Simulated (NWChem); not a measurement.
System: SbH, triplet; SMILES [SbH]

NWChem printed, in part:

```
             Northwest Computational Chemistry Package (NWChem) 7.3.0
             --------------------------------------------------------

 ORDER OF PRIMARY AXIS IS BEING SET TO 4
 C4V symmetry detected

                             Geometry "geometry" -> ""
                             -------------------------

 Output coordinates in angstroms (scale by  1.889725989 to convert to a.u.)

  No.       Tag          Charge          X              Y              Z
 ---- ---------------- ---------- -------------- -------------- --------------
    1 Sb                  51.0000     0.00000000     0.00000000    -0.03301938
    2 H                    1.0000     0.00000000     0.00000000     1.68398862

 Effective nuclear repulsion energy (a.u.)      15.7180628739

      Symmetry information
      --------------------

 Group name             C4v
 Group number             18
 Group order               8
 No. of unique centers     2

 Summary of "ao basis" -> "ao basis" (spherical)
 ------------------------------------------------------------------------------
       Tag                 Description            Shells   Functions and Types
 ---------------- ------------------------------  ------  ---------------------
 Sb                        def2-tzvpd               18       56   7s5p4d2f
 H                         def2-tzvpd                5        9   3s2p

      Symmetry analysis of basis
      --------------------------

        a1         23
        a2          0
        b1          6
        b2          6
        e          30

            General Information
            -------------------
          SCF calculation type: DFT
          Wavefunction type:  spin polarized.
          No. of atoms     :     2
          No. of electrons :    24
           Alpha electrons :    13
            Beta electrons :    11
          Charge           :     0
          Spin multiplicity:     3
          Use of symmetry is: on ; symmetry adaption is: on
          Maximum number of iterations: 150
          AO basis - number of functions:    65
                     number of shells:    23
          Convergence on energy requested:  1.00D-06
          Convergence on density requested:  1.00D-05
          Convergence on gradient requested:  5.00D-04

              XC Information
              --------------
          PerdewBurkeErnzerhof Exchange Functional  1.000
            Perdew 1991 LDA Correlation Functional  1.000 local
           PerdewBurkeErnz. Correlation Functional  1.000 non-local

             Grid Information
             ----------------
          Grid used for XC integration:  medium
          Radial quadrature: Mura-Knowles
          Angular quadrature: Lebedev.
          Tag              B.-S. Rad. Rad. Pts. Rad. Cut. Ang. Pts.
          ---              ---------- --------- --------- ---------
          Sb                  1.45      123           8.0       590
          H                   0.35       45          10.0       434
          Grid pruning is: on
          Number of quadrature shells:   168
          Spatial weights used:  Erf1

      Superposition of Atomic Density Guess
      -------------------------------------

 Sum of atomic energies:        -278.13442766

      Non-variational initial energy
      ------------------------------

 Total energy =    -239.576152
 1-e energy   =    -433.962397
 2-e energy   =     187.297706
 HOMO         =      -0.157541
 LUMO         =      -0.157541

 !!!!!!!!!!!!!!!!!!!!!!!!!!!!!!!!!!!!!!!!!!!!!!!!!!!!!!!!!!!!!!!!!!!!!!
 Warning - the HOMO and LUMO are degenerate and you are using symmetry.
 This can lead to non-variational energies and poor convergence.
 Modify the initial guess, or use an open-shell wavefunction, or turn
 off symmetry.
 !!!!!!!!!!!!!!!!!!!!!!!!!!!!!!!!!!!!!!!!!!!!!!!!!!!!!!!!!!!!!!!!!!!!!!

   Symmetry analysis of molecular orbitals - initial alpha
   -------------------------------------------------------

 !! scf_movecs_sym_adapt:   12 vectors were symmetry contaminated

  Symmetry fudging

 !! scf_movecs_sym_adapt:   10 vectors were symmetry contaminated

  Numbering of irreducible representations:

     1 a1          2 a2          3 b1          4 b2          5 e

  Orbital symmetries:

     1 a1          2 a1          3 e           4 e           5 a1
     6 e           7 e           8 b2          9 b1         10 a1
    11 a1         12 e          13 e          14 a1         15 a1
    16 e          17 e          18 b1         19 b2         20 a1
    21 e          22 e          23 a1

   Symmetry analysis of molecular orbitals - initial beta
   ------------------------------------------------------

 !! scf_movecs_sym_adapt:   12 vectors were symmetry contaminated

  Symmetry fudging

 !! scf_movecs_sym_adapt:   10 vectors were symmetry contaminated

  Numbering of irreducible representations:

     1 a1          2 a2          3 b1          4 b2          5 e

  Orbital symmetries:

     1 a1          2 a1          3 e           4 e           5 a1
     6 e           7 e           8 b2          9 b1         10 a1
    11 a1         12 e          13 e          14 a1         15 a1
    16 e          17 e          18 b1         19 b2         20 a1
    21 e          22 e          23 a1

     ---------------------------------------------
      Total Density - Mulliken Population Analysis
     ---------------------------------------------

    Atom       Charge   Shell Charges
 -----------   ------   -------------------------------------------------------
    1 Sb  23    22.98   0.16 -0.66  1.57  0.93  1.08  0.86  0.01 -0.46  6.43  0.75  1.44  0.83  9.03  0.95  0.05  0.00  0.01  0.00
    2 H    1     1.02   0.20  0.53  0.25  0.01  0.02

     --------------------------------------------
      Spin Density - Mulliken Population Analysis
     --------------------------------------------

    Atom       Charge   Shell Charges
 -----------   ------   -------------------------------------------------------
    1 Sb  23     1.97  -0.00  0.00  0.00 -0.00  0.00  0.00  0.00 -0.01  0.02  0.42  0.91  0.63  0.00  0.00  0.00 -0.00  0.00  0.00
    2 H    1     0.03   0.00 -0.00  0.00  0.00  0.02

   convergence    iter        energy       DeltaE   RMS-Dens  Diis-err
 ---------------- ----- ----------------- --------- --------- ---------
 d= 0,ls=0.0,diis     1   -240.7858754112 -2.48D+02  7.06D-03  3.71D-02
                                                     6.71D-03  2.97D-02
 d= 0,ls=0.0,diis     2   -240.8014139174 -1.55D-02  2.41D-03  4.20D-03
                                                     2.27D-03  3.16D-03
 d= 0,ls=0.0,diis     3   -240.8035106090 -2.10D-03  6.10D-04  2.03D-03
                                                     5.53D-04  1.77D-03
 d= 0,ls=0.0,diis     4   -240.8041676110 -6.57D-04  1.35D-04  1.88D-05
                                                     8.45D-05  1.02D-05
 d= 0,ls=0.0,diis     5   -240.8041759903 -8.38D-06  2.84D-05  2.89D-06
                                                     3.22D-05  3.03D-06
  Resetting Diis
 d= 0,ls=0.0,diis     6   -240.8041782562 -2.27D-06  9.79D-06  3.71D-07
                                                     8.47D-06  3.08D-07
 d= 0,ls=0.0,diis     7   -240.8041784520 -1.96D-07  6.11D-06  2.95D-08
                                                     3.85D-06  9.60D-09

         Total DFT energy =     -240.804178452050
      One electron energy =     -434.402957785712
           Coulomb energy =      206.209868042611
    Exchange-Corr. energy =      -19.699626867766
 Nuclear repulsion energy =        7.088538158816

 Numeric. integr. density =       23.999996405885

                  Occupations of the irreducible representations
                  ----------------------------------------------

                     irrep           alpha         beta
                     --------     --------     --------
                     a1                5.0          5.0
                     a2                0.0          0.0
                     b1                1.0          1.0
                     b2                1.0          1.0
                     e                 6.0          4.0

                    DFT Final Alpha Molecular Orbital Analysis
                    ------------------------------------------

 Vector   11  Occ=1.000000D+00  E=-2.834907D-01  Symmetry=a1
              MO Center=  7.1D-16, -3.8D-15,  4.7D-01, r^2= 2.6D+00
   Bfn.  Coefficient  Atom+Function         Bfn.  Coefficient  Atom+Function
  ----- ------------  ---------------      ----- ------------  ---------------
    19     -0.330349  1 Sb pz                13      0.304117  1 Sb pz
    16     -0.275085  1 Sb pz                58     -0.273306  2 H  s
     5      0.267299  1 Sb s                  6      0.217493  1 Sb s
     3     -0.171598  1 Sb s                 57     -0.160157  2 H  s
     2      0.155377  1 Sb s                 59     -0.148101  2 H  s

 Vector   12  Occ=1.000000D+00  E=-1.982419D-01  Symmetry=e
              MO Center= -1.0D-15, -4.3D-16,  3.8D-03, r^2= 2.7D+00
   Bfn.  Coefficient  Atom+Function         Bfn.  Coefficient  Atom+Function
  ----- ------------  ---------------      ----- ------------  ---------------
    18      0.537820  1 Sb py                12     -0.398920  1 Sb py
    15      0.363052  1 Sb py                21      0.269656  1 Sb py
     9     -0.063304  1 Sb py

[...]

                         DFT ENERGY GRADIENTS

    atom               coordinates                        gradient
                 x          y          z           x          y          z
   1 Sb      0.000000   0.000000  -0.062398    0.000000   0.000000   0.004477
   2 H       0.000000   0.000000   3.182277    0.000000   0.000000  -0.004477
```

Level: PBE/def2-TZVPD with def2 effective core potentials on Sb, spin-unrestricted. Geometry: optimised at PBE0-D3(BJ)/def2-TZVP, spin-unrestricted. No stability test was run on the SCF state. def2 effective core potentials on Sb; no spin-orbit coupling.

Problem. Which NWChem input produces such a log?

Solution. One answer among several that fit: the input that was run:
```
start job
memory heap 200 mb stack 900 mb global 1100 mb
geometry units angstroms noautoz
  Sb     0.000000     0.000000    -0.012455
  H      0.000000     0.000000     1.704553
end
basis spherical
  * library def2-tzvpd
end
ecp
  Sb library def2-ecp
end
dft
  odft
  mult 3
  xc xpbe96 cpbe96
  iterations 150
  mulliken
end
task dft gradient
```
